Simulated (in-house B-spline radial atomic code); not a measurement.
The numbers below are computed, except where a source is named.
## W ion on N atom: potential, deflection and energy transfer

The pair potential comes from two frozen, spherical free-atom densities (PBE, B-spline radial code, scalar-relativistic past argon): electrostatics plus the change in Thomas-Fermi kinetic and Dirac exchange energy where they overlap, the recipe behind the universal ZBL potential, which averages such potentials (from solid-state densities) over many pairs. It is written V = (Z1 Z2 e²/r) φ(r/a), with e² = 14.3996 eV·Å and a = 0.46850 Å/(Z1^0.23 + Z2^0.23); ZBL's fit is φ = 0.18175 e^(−3.1998x) + 0.50986 e^(−0.94229x) + 0.28022 e^(−0.4029x) + 0.02817 e^(−0.20162x). Where φ falls below 4e-4 it is continued as an exponential.

Masses 183.84 and 14.01 u.

| x = r/a | φ, this pair | φ, ZBL |
| --- | --- | --- |
| 0.1 | 0.8753 | 0.8928 |
| 0.25 | 0.7447 | 0.7647 |
| 0.5 | 0.5933 | 0.6096 |
| 1 | 0.4022 | 0.4164 |
| 1.5 | 0.2885 | 0.2995 |
| 2 | 0.2125 | 0.2218 |
| 3 | 0.124 | 0.1292 |
| 4 | 0.07753 | 0.08026 |
| 5 | 0.05166 | 0.05224 |
| 6.5 | 0.02998 | 0.02914 |
| 8 | 0.01805 | 0.01705 |
| 10 | 0.009516 | 0.008778 |
| 12 | 0.00512 | 0.00474 |
| 14.5 | 0.002402 | 0.002328 |
| 17 | 0.001162 | 0.001212 |
| 20 | 0.0005057 | 0.0005882 |

Task: At x = 4 the electrostatic, kinetic and exchange parts are 293.59, 1107.65 and -87.95 eV. Find r, V and φ.

Result: a = 0.46850/(2.6911 + 1.5645) = 0.11009 Å, so r = 0.44037 Å. V = 293.59 + 1107.65 + (-87.95) = 1313.29 eV. The bare repulsion is 74 × 7 × 14.3996/0.44037 = 16938 eV, so φ = 0.0775, -3.4 % against ZBL's 0.0803. The kinetic (Pauli) term is 84 % of V here.

Task: The ion comes in at 9.568 keV with impact parameter 0.2202 Å. The scattering integral gives a centre-of-mass angle of 119.3° and a closest approach of 5.324 a. What are the reduced energy, the energy passed on and the laboratory angles?

Result: ε = E a M2/(Z1 Z2 e² (M1 + M2)) = 9568 × 1.0451e-06 = 0.01. The most that one collision can pass on is γE with γ = 4 M1 M2/(M1 + M2)² = 0.2632. Here T = γE sin²(θ/2) = 0.2632 × 9568 × 0.745 = 1876 eV. The ion turns by arctan(sin θ/(cos θ + M1/M2)) = 3.9°, and the struck atom leaves at (180° − θ)/2 = 30.3°. The closest approach is 0.586 Å. With ZBL the angle would be 119.98° and T = 1888 eV.
